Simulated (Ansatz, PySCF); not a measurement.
Process, species as SMILES: F[Si](Cl)(Cl)Cl → Cl[Si](Cl)Cl + F atom (the F-Si bond at the site shown breaks; other sites are not compared here)
Structures are relaxed separately at B3LYP-D3(BJ)/def2-TZVP in Ansatz (a quantum-chemistry and plane-wave program).
Geometry of the first species:
```xyz
5

F     -0.0314     0.1450     1.8211
Si    -0.0042     0.0195     0.2456
Cl     1.8899    -0.4127    -0.3259
Cl    -0.6010     1.7864    -0.5439
Cl    -1.2687    -1.4665    -0.2965
```
Charge 0, spin multiplicity 1.

Quantity: bond dissociation energy (0 K, with B3LYP-D3(BJ) harmonic zero-point energies from PySCF), in kJ/mol. Valence correlation only, unless marked. Open shells are spin-unrestricted. Spin-orbit coupling is left out. Non-relativistic. CBS marks a two-point X^-3 extrapolation of the correlation energy; Hartree-Fock from the larger set. The bracket is a focal-point correction in the basis named.

```json
[
 {"level": "PBE0/6-31G*", "program": "Ansatz", "bond dissociation energy (kJ/mol)": "609.6", "minus last row": "-44.2"},
 {"level": "PBE0/def2-TZVPD", "program": "Ansatz", "bond dissociation energy (kJ/mol)": "611.8", "minus last row": "-42.0"},
 {"level": "BHLYP-D3(BJ)/def2-TZVPD", "program": "Ansatz + dftd3", "bond dissociation energy (kJ/mol)": "601.2", "minus last row": "-52.6"},
 {"level": "RI-MP2/CBS(cc-pV(T+d)Z,cc-pV(Q+d)Z)", "program": "Ansatz", "bond dissociation energy (kJ/mol)": "687.1", "minus last row": "33.3"},
 {"level": "SCS-MP2/6-31G", "program": "Ansatz", "bond dissociation energy (kJ/mol)": "434.4", "minus last row": "-219.4"},
 {"level": "CCSD(T)/cc-pV(D+d)Z", "program": "Ansatz", "bond dissociation energy (kJ/mol)": "574.8", "minus last row": "-79.0"},
 {"level": "RI-MP2/CBS(cc-pV(T+d)Z,cc-pV(Q+d)Z)+[CCSD(T)-MP2]/cc-pV(T+d)Z", "program": "Ansatz", "bond dissociation energy (kJ/mol)": "653.8", "minus last row": "0.0"}
]
```
